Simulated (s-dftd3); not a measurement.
C₂H₃N₃ (SMILES c1nc[nH]n1), singlet, geometry from GFN2-xTB; D3(bj) for pbe run with s-dftd3.

s-dftd3 was given this input:
```
$ s-dftd3 mol.xyz --bj pbe --json dftd3.json --noedisp --grad

# file mol.xyz
8

C      1.11923740    -0.03272439    -0.00697492
N      0.42204774     1.12248960     0.01417623
C     -0.82487582     0.72748791     0.01555713
N     -0.87641108    -0.61852814    -0.00407798
N      0.36888823    -1.10715438    -0.01853564
H      2.18839575    -0.06992044    -0.01372567
H     -1.68578985     1.36316596     0.02996358
H     -1.67044963    -1.23947616    -0.00866946
```

It wrote (shortened):

```
-----------------------------------
 s i m p l e   D F T - D 3  v1.4.0
-----------------------------------

Rational (Becke-Johnson) damping: pbe-D3(BJ)
---------------------
  s6         1.0000
  s8         0.7875
  s9         0.0000
  a1         0.4289
  a2         4.4407
 alp        14.0000
--------------------

Dispersion energy:      -5.6337914208909E-03 Eh

Gradient norm:           1.7045775721815E-03 Eh/a0
--------------------------------------------------
     #    Z           dE/dx      dE/dy      dE/dz
--------------------------------------------------
     1    6 C    -1.137E-03  2.465E-04  1.024E-05
     2    7 N     2.203E-05 -1.493E-05 -3.489E-07
     3    6 C     9.947E-04 -5.726E-04 -1.425E-05
     4    7 N     3.209E-04  9.925E-05 -3.908E-07
     5    7 N    -1.351E-04  2.540E-04  4.546E-06
     6    1 H     1.041E-04 -5.477E-06 -6.848E-07
     7    1 H    -7.420E-05  7.736E-05  1.576E-06
     8    1 H    -9.566E-05 -8.419E-05 -6.921E-07
--------------------------------------------------

Virial:
--------------------------------------------------
      component           x          y          z
--------------------------------------------------
          x      -3.594E-03  1.411E-03  4.174E-05
          y       1.411E-03 -1.084E-03 -2.424E-05
          z       4.174E-05 -2.424E-05 -6.011E-07
--------------------------------------------------

[Info] JSON dump of results written to 'dftd3.json'
```
